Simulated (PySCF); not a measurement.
**Assigning NMR signals**

Geometry:
```csv
atom,x (Å),y (Å),z (Å)
C1,-1.271,0.493,1.918
C2,-1.546,0.266,0.644
C3,-2.651,-0.630,0.184
C4,-0.744,0.900,-0.465
O5,-0.280,-0.087,-1.352
Si6,1.184,-0.293,-1.998
O7,2.367,-0.079,-0.909
Si8,3.034,-0.221,0.558
H9,-1.851,0.046,2.708
H10,-0.467,1.140,2.224
H11,-3.131,-1.124,1.024
H12,-2.248,-1.379,-0.496
H13,-3.396,-0.053,-0.363
H14,-1.383,1.591,-1.034
H15,0.095,1.467,-0.047
H16,1.520,0.705,-3.009
H17,1.101,-1.680,-2.416
H18,1.999,-0.097,1.586
H19,3.679,-1.531,0.623
H20,3.985,0.887,0.615
```

Equivalent nuclei averaged, no relativistic terms, single conformer, in vacuum. GFN2-xTB structure; shieldings: GIAO PBE0/pcSseg-1; PySCF 2.14.0 with density-fitted response routines.

Shifts are taken against calculated references (same method and geometry level): 13C (σ = 186.93 ppm), 1H (σ = 31.72 ppm) against TMS.

Question: Assign these signals to the numbered atoms. 13C{1H} NMR (computed): δ 154.7, 118.1, 70.0, 22.0.

Answer: 
154.7 → C2, fully substituted alkene carbon: an sp2 carbon of a C=C bond
118.1 → C1, terminal =CH2 carbon: the olefinic region
70.0 → C4, allylic sp3 CH2 bonded to O: deshielded by the electronegative neighbour
22.0 → C3, allylic methyl carbon: aliphatic region, no heteroatom directly attached

Question: Assign these signals to the numbered atoms. 1H NMR (600 MHz, computed): δ 5.22 (m, 1H), 5.21 (s, 3H), 5.20 (m, 1H), 4.85 (s, 2H), 4.47 (s, 2H), 2.12 (s, 3H).

Answer: 
| δ (ppm) | atoms | environment | reason |
| --- | --- | --- | --- |
| 5.22 | H9 | hydrogen on a terminal =CH2 carbon | olefinic region |
| 5.21 | H18/H19/H20 | hydrogen on a silicon bonded to O | – |
| 5.20 | H10 | hydrogen on a terminal =CH2 carbon | a vinylic proton, deshielded by the sp2 carbon and the C=C anisotropy |
| 4.85 | H16/H17 | hydrogen on a silicon bonded to 2 O | – |
| 4.47 | H14/H15 | hydrogen on an allylic sp3 CH2 bonded to O | its carbon carries O, which withdraws density |
| 2.12 | H11/H12/H13 | hydrogen on an allylic methyl carbon | allylic position |

H9 and H18/H19/H20; H18/H19/H20 and H10 lie closer than the usual error of such a calculation, so a measured spectrum could show them in the other order.

Shifts are as computed. Against solution values, carbons near 30 ppm lie about +3 ppm off and those near 130 ppm about +5 ppm. Of 1309 compounds with measured shifts, 239 miss one by over three times the rms of a fit or turn the order of signals round; such compounds aren't used in these exercises. Multiplicities follow the n + 1 count of equivalent neighbours, as no J values were calculated; m marks all less simple cases, F and P coupling included.
